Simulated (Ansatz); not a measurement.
`C=[CH][Ga]([CH3])[F]` + H₂Se → `[CH3][Ga]([F])[SeH]` + `C=C` at 298.15 K and 1 bar (ligand exchange at a Ga–C bond).

Isolated molecules relaxed with PBE0-D4/def2-TZVP in Ansatz; ΔE leaves out vibrations. CBS: MP2 limit from def2 TZ/QZ plus the TZ coupled-cluster correction, frozen cores. This one scheme is used for every species. For Ga, Se outer-core shells are correlated without core-valence functions, which leaves a few kJ/mol of doubt a bond. Scalar relativity is left out up to krypton. One conformer a species, not always the lowest.

```json
{"species": "`C=[CH][Ga]([CH3])[F]`", "CCSD(T)/CBS energy (Eh)": "-2141.53502", "H − E (kJ/mol)": "232.8", "S (J/(mol·K))": "372.9"}
{"species": "H₂Se", "CCSD(T)/CBS energy (Eh)": "-2401.89790", "H − E (kJ/mol)": "45.8", "S (J/(mol·K))": "219.1"}
{"species": "`[CH3][Ga]([F])[SeH]`", "CCSD(T)/CBS energy (Eh)": "-4464.99266", "H − E (kJ/mol)": "142.9", "S (J/(mol·K))": "371.5"}
{"species": "`C=C`", "CCSD(T)/CBS energy (Eh)": "-78.48111", "H − E (kJ/mol)": "144.6", "S (J/(mol·K))": "218.9"}
```

H − E and S are ideal-gas, rigid-rotor, harmonic terms from PBE0-D4/def2-TZVP, for one conformer and one mirror image of each species. 1 Eh = 2625.50 kJ/mol, R = 8.31446 J/(mol·K).

Problem. By hand: ΔE, ΔH, ΔS and ΔG.

Solution. ΔE = (-4464.99266) + (-78.48111) − (-2141.53502) − (-2401.89790) = -0.04085 Eh = -107.3 kJ/mol. Δ(H − E) = 142.9 + 144.6 − 232.8 − 45.8 = 8.9, so ΔH = -98.4 kJ/mol. ΔS = 371.5 + 218.9 − 372.9 − 219.1 = -1.6 J/(mol·K). ΔG = -98.4 − 298.15 × (-1.6)/1000 = -97.9 kJ/mol.

Problem. By hand: the equilibrium constant, and the temperature at which ΔG would vanish if ΔH and ΔS stayed fixed.

Solution. log₁₀ K = −ΔG/(RT ln 10) = 17.2. ΔG = 0 at ΔH/ΔS = 61500 K, far beyond where these terms or the molecules hold.

The number of gas molecules stays the same, so ΔS is small and ΔH decides. A doubt of 5 kJ/mol in ΔE shifts log₁₀ K by 0.9 here. Other conformers and mirror images would add mixing entropy, several J/(mol·K) or more a flexible species. Modes under 60 cm⁻¹, often nearly free rotors, make the harmonic entropy too high. These are equilibria of isolated gas molecules and say nothing of rates. Largest T1 diagnostic: 0.013 (customary marks: 0.02 for closed shells, 0.045 for open ones).
